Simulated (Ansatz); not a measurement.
Two structures of CH6MgSe, singlet, reached by relaxing down either side of one saddle point (PBE0-D4/def2-TZVP). Energies are electronic, without zero-point energy. Program: Ansatz 0.2.0. Basis: def2-TZVPP and def2-QZVPP. Cores are frozen in the correlated methods. Filled d shells of the heavier atoms are correlated. The outer core shell of Li, Na, Mg and K is correlated. The def2 sets are not built for correlating such inner shells, so the correlated values are less sure here. Extrapolation: Hartree–Fock as exp(−7.88 √X), correlation as X^−2.97. First:

```xyz
9
angstrom
Mg -0.7829 0.5997 0.7020
H -1.7059 2.0465 0.8576
C 0.2301 -1.1779 1.1577
H 0.1172 2.1311 -2.1739
Se -0.2781 0.7180 -2.1652
H 0.1047 -1.4875 2.2007
H -0.1128 -2.0151 0.5377
H 1.3094 -1.0848 0.9857
H 1.1183 0.2700 -2.1023
```

Second:

Mg1  (0.370, -0.290, -0.628)
H2  (-1.208, 1.483, 0.326)
C3  (0.137, -1.207, 1.218)
H4  (-1.193, 1.717, -0.388)
Se5  (0.806, 0.532, -2.882)
H6  (0.454, -0.551, 2.036)
H7  (-0.908, -1.474, 1.406)
H8  (0.726, -2.125, 1.296)
H9  (0.815, 1.916, -2.384)
(Å)

(1) Which bonds change from the first to the second?

(2) Give the saddle point's structure and its height above each. (Judge from chemistry; the value comes from the calculation.)

T1 diagnostic: at most 0.009.

Results:

(1) CH₄Mg ([CH3][MgH]) + H₂Se → CH₄MgSe ([CH3][Mg][SeH]) + H₂; bonds formed: H2–H4; dative contacts that become bonds: Mg1–Se5; bonds broken: Mg1–H2, H4–Se5.

(2) Computed: 5.34 kcal/mol above the first and 32.26 kcal/mol above the second (CCSD(T) at an estimated basis limit (MP2 extrapolated from triple and quadruple zeta, plus CCSD(T) − MP2 in triple zeta)).
Mg1  (-0.403, 0.366, 0.253)
H2  (-1.051, 2.008, 0.029)
C3  (0.135, -1.347, 1.301)
H4  (-0.657, 1.751, -1.349)
Se5  (-0.043, 0.874, -2.515)
H6  (-0.089, -1.268, 2.369)
H7  (-0.393, -2.227, 0.919)
H8  (1.206, -1.552, 1.205)
H9  (1.297, 1.395, -2.212)
(Å)

Labels in which every atom is bracketed show which atoms are joined, not bond orders.

For scale, one of the runs: CCSD(T)/def2-TZVPP, 195 basis functions, launched by `ansatz run in.yaml --threads 4 --pin off --events-out ev --progress --plain --max-ram 9574MiB`. Time: 74 s of wall clock on 4 CPU threads of an Arm Neoverse V1; the host was shared. Peak host memory: 2.5 GiB.
